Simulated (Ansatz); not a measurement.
Relaxation of CH6GaN (9 atoms, charge 0, multiplicity 1), to a largest force component of 0.03 eV/Å in at most 50 steps.

Method: Ansatz, RHF/def2-SVP.

```xyz
9
Properties=species:S:1:pos:R:3
Ga 0.234 0.098 -0.041
C 0.994 -0.102 1.755
H 0.437 -0.397 2.645
H 1.826 -0.801 1.627
H 1.446 0.876 1.952
H 1.695 0.441 -0.452
N -1.377 -0.014 -0.835
H -2.216 -0.261 -0.348
H -1.554 0.161 -1.804
```

Q: Where does it end, and by what steps?

A: It converged. After 7 steps the energy has fallen by 0.811 eV; H6 moved furthest, 0.80 Å.

```csv
step,energy less start (eV),largest force component (eV/Å),accepted
0,0.0000,1.832,yes
1,-0.3768,0.923,yes
2,-0.5839,0.539,yes
3,-0.7020,0.356,yes
4,-0.7990,0.268,yes
5,-0.8092,0.124,yes
6,-0.8106,0.051,yes
7,-0.8108,0.013,yes
```

```xyz
9
Properties=species:S:1:pos:R:3
Ga 0.511 0.177 -0.129
C 0.955 -0.105 1.784
H 0.083 -0.406 2.368
H 1.721 -0.878 1.894
H 1.359 0.811 2.224
H 1.566 0.568 -1.231
N -1.211 -0.016 -0.687
H -1.979 -0.262 -0.094
H -1.519 0.111 -1.631
```

The run took 15 s on 1 thread of Arm Neoverse V2 (shared host), peak memory 0.17 GiB.
